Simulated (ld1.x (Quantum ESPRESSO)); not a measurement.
Before and after: TM potential for Ne

neon (Ne), norm-conserving Troullier–Martins (Kleinman–Bylander form), made with ld1.x (Quantum ESPRESSO) 7.5 (PBE, scalar-relativistic). Core [He], reference 2s2 2p5 (charge +1). Waves: 2s (bound): rc 0.75 bohr; 2p (bound): rc 0.95 bohr. Local part: the p channel. Core correction: Bessel-smoothed model core inside 0.55 bohr.

Change: wave 2p (bound): rc 0.95 bohr becomes 2p (bound): rc 0.72 bohr.

Cutoffs: the cutoffs (Ry, on a coarse ladder) from which the occupation-weighted sum of valence levels, in a spherical-Bessel basis at the reference potential, stays within 10 and 1 mRy of its value at 400 Ry; they do not see the model core or the augmentation charge, which bear on the density cutoff. Errors are all-electron minus pseudo energies relative to the spin-unpolarised reference configuration.

Task: Predict the effect on cutoff, ghosts and configuration errors.

Result: Of the 6 tests that both files solve, the error grows in 1 and shrinks in 4 by more than 15 % and 0.3 meV (median size 16.1 → 10.9 meV); neither file shows a bound ghost.

```tsv
quantity	base	changed
cutoff, loose	200 Ry	230 Ry
cutoff, tight	260 Ry	over 300 Ry
loose cutoff by channel (10 mRy a level)	s 100 Ry, p 120 Ry	s 100 Ry, p 180 Ry
bound ghosts	none	none
error for 2s2 2p6, meV [ΔE -22.48 eV]	-4.1	+2.1
error for 2s2 2p4, meV [ΔE 43.27 eV]	-0.2	+0.2
error for 2s2 2p3, meV [ΔE 110.70 eV]	+60	+28
error for 2s2 2p5.5, meV [ΔE -13.61 eV]	-0.2	+1.4
error for 2s2 2p2, meV [ΔE 205.33 eV]	+342	+149
error for 2s1 2p6, meV [ΔE 23.41 eV]	+28	+20
```
